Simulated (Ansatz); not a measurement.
This geometry of FGeH3 (5 atoms, charge 0, multiplicity 1) is a first-order saddle point.

Theory: Ansatz, RKS PBE-D4/def2-SVP.

```xyz
5
Properties=species:S:1:pos:R:3
Ge 0.290 0.023 -0.449
H 0.563 0.250 1.286
H 1.622 -0.127 0.357
H -0.591 1.208 0.030
F -0.669 -1.461 -0.365
```

(1) Which two structures does it join? (They come from a converged band through this point; their orientation in space is the band's.)

(2) How far does it lie above each of them?

Answers

(1) Bonds broken: Ge1–H2, Ge1–H3. Bonds formed: H2–H3. FGeH3 becomes FGeH + H2.

First end point:

```xyz
5
Properties=species:S:1:pos:R:3
Ge 0.283 0.048 0.200
H 0.246 -0.013 1.748
H 1.729 -0.013 -0.351
H -0.499 1.266 -0.353
F -0.544 -1.394 -0.384
```

Last end point:

```xyz
5
Properties=species:S:1:pos:R:3
Ge 0.130 0.045 -0.883
H 1.000 0.299 1.250
H 1.576 -0.077 0.871
H -0.696 1.051 0.104
F -0.796 -1.424 -0.482
```

(2) 52.2 kcal/mol above the first and 24.9 kcal/mol above the second. This is the barrier of this one path; another mechanism may lie lower. The orbitals stay closed-shell, which can raise the energy where a bond breaks towards radicals; this wasn't checked here.

The run took 78 s on 1 thread of Arm Neoverse V1, with other jobs on the host, peak memory 0.11 GiB.
